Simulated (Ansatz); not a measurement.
System: MgCl$_{2}$, charge 0, singlet. MgCl2 (SMILES [Cl][Mg][Cl]).
B3LYP-D3(BJ)/def2-TZVP minimum from Ansatz (an electronic-structure program):
```
Mg
Cl 1 2.1757
Cl 1 2.1757 2 180.00
```
Charge 0, spin multiplicity 1.

Total energies in hartree (Ansatz). Open shells are spin-unrestricted; no spin-orbit coupling. Correlated methods leave the cores frozen. No relativity. For partners of very few electrons the exact lower level stands in for a higher one.

```tsv
species	HF/def2-TZVPP	CCSD(T)/def2-TZVPP	HF/def2-QZVPP	CCSD(T)/def2-QZVPP	CCSDT(Q)/def2-TZVPP
1: MgCl2 (SMILES [Cl][Mg][Cl])	-1118.80010	-1119.25573	-1118.83530	-1119.33735	-1119.25737
2: Mg (singlet)	-199.60663	-199.63935	-199.61449	-199.64829	-199.63935
3: Cl (doublet)	-459.47685	-459.66464	-459.48954	-459.69535	-459.66548
```

Problem. Work out the atomisation energy (electronic, to ground-state atoms) in kcal/mol: take Hartree-Fock from def2-QZVPP, extrapolate the CCSD(T) correlation energy as X^-3 (X = 3, 4), and add CCSDT(Q) - CCSD(T) in def2-TZVPP. 1 hartree = 627.51 kcal/mol.

Solution. 
Species 1: correlation (64·(-0.50205) - 27·(-0.45563))/37 = -0.53592; step -0.00164; E1 = -1118.83530 + (-0.53592) + (-0.00164) = -1119.37286
Species 2: correlation (64·(-0.03380) - 27·(-0.03272))/37 = -0.03459; step +0.00000; E2 = -199.61449 + (-0.03459) + (+0.00000) = -199.64908
Species 3: correlation (64·(-0.20581) - 27·(-0.18779))/37 = -0.21896; step -0.00084; E3 = -459.48954 + (-0.21896) + (-0.00084) = -459.70934
-1·E1 +1·E2 +2·E3 = 0.30510 hartree = 191.5 kcal/mol.
